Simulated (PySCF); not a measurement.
## Bond curve of SnI⁺

Set-up: basis Sn cc-pVDZ-PP with ECP28, I cc-pVDZ-PP with ECP28; scalar-relativistic core potentials; PySCF 2.14. Energies in eV from Sn⁺ + I in their ground configurations at the same level. State: ¹Σ⁺ (singlet), closed shell.

Curves on a restricted Hartree–Fock reference rise too fast on stretching and do not dissociate correctly.

All columns are RHF. A positive dipole points towards I; it is taken about the centre of mass and depends on that origin.

| R (Å) | E (eV) | μ (D) | Mulliken charge on Sn (basis-dependent) | HOMO (eV) | LUMO (eV) | Mayer bond order | ⟨S²⟩ |
| --- | --- | --- | --- | --- | --- | --- | --- |
| 2.255 | -0.518 | -2.28 | 0.85 | -15.76 | -5.41 | 1.71 | 0.00 |
| 2.360 | -1.330 | -3.11 | 0.90 | -15.84 | -5.58 | 1.64 | 0.00 |
| 2.465 | -1.771 | -3.96 | 0.96 | -15.87 | -5.75 | 1.58 | 0.00 |
| 2.543 | -1.926 | -4.59 | 0.99 | -15.84 | -5.87 | 1.53 | 0.00 |
| 2.622 | -1.971 | -5.22 | 1.02 | -15.57 | -5.99 | 1.48 | 0.00 |
| 2.701 | -1.932 | -5.84 | 1.05 | -15.32 | -6.11 | 1.44 | 0.00 |
| 2.805 | -1.788 | -6.64 | 1.08 | -15.00 | -6.25 | 1.39 | 0.00 |
| 2.937 | -1.507 | -7.59 | 1.11 | -14.66 | -6.42 | 1.33 | 0.00 |
| 3.094 | -1.090 | -8.63 | 1.14 | -14.30 | -6.59 | 1.26 | 0.00 |
| 3.304 | -0.485 | -9.81 | 1.15 | -13.92 | -6.77 | 1.18 | 0.00 |

A fit through these points gives, at Re = 2.621 Å, μ = -5.22 D and dμ/dR = -7.93 D/Å; the reduced mass is 61.65 u.

How strong is the fundamental in the double-harmonic approximation, I = 42.26·(dμ/dR)²/μred km/mol?

I = 42.26·(-7.93)²/61.65 = 43.1 km/mol at RHF.

Spin–orbit coupling is left out, which matters for elements this heavy, above all for dissociation energies. For an ion De counts to the pair picked by the measured ionisation energies or electron affinities, which need not be the lowest pair at this level. Where the molecule has an RHF reference, its open-shell atoms are computed with UHF. Hartree–Fock leaves out correlation, which carries a large part of most bond energies and some tenths to 1 eV of ionisation energies.
